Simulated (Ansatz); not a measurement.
Reaction (ligand exchange at a B–Se bond): `C[Se]BCF` + HCl → `FCBCl` + `C[SeH]`

Isolated molecules relaxed with PBE0-D4/def2-TZVP in Ansatz; ΔE leaves out vibrations. CCSD(T)/CBS is the MP2 limit (def2-TZVPP, def2-QZVPP) plus CCSD(T) − MP2 in def2-TZVPP, frozen cores. This one scheme is used for every species. DFT in def2-TZVPP. B3LYP here is the variant with VWN-RPA as its local correlation; programs differ in this. For Se outer-core shells are correlated without core-valence functions, which leaves a few kJ/mol of doubt a bond. Scalar relativity is left out up to krypton. One conformer a species, not always the lowest.

```json
{"level": "PBE-D4", "ΔE (eV)": "-0.04"}
{"level": "ωB97M-V", "ΔE (eV)": "-0.12"}
{"level": "B2PLYP", "ΔE (eV)": "-0.11"}
{"level": "B3LYP", "ΔE (eV)": "-0.15"}
{"level": "MP2/def2-TZVPP", "ΔE (eV)": "-0.03"}
{"level": "CCSD(T)/def2-TZVPP", "ΔE (eV)": "-0.04"}
{"level": "SCS-MP2/def2-QZVPP", "ΔE (eV)": "-0.07"}
{"level": "CCSD/CBS(def2)", "ΔE (eV)": "-0.06"}
```

Question: What does CCSD(T)/CBS give? (Estimate.)

Answer: Computed: -0.03 eV. The listed levels differ from it by -0.01, -0.09, -0.08, -0.12, 0.00, -0.01, -0.04, -0.03 eV.

Largest T1 diagnostic among the species: 0.012.

The D4 term adds +0.05 eV with B3LYP and +0.03 eV with PBE0; it sums over pairs of atoms, weighted by their polarisabilities, and B3LYP, whose exchange is more repulsive, gets the larger term. In def2-TZVPP, CCSD(T) changes the Hartree–Fock value by +0.21 eV (the triples alone add +0.03 eV) and MP2 by +0.22 eV.
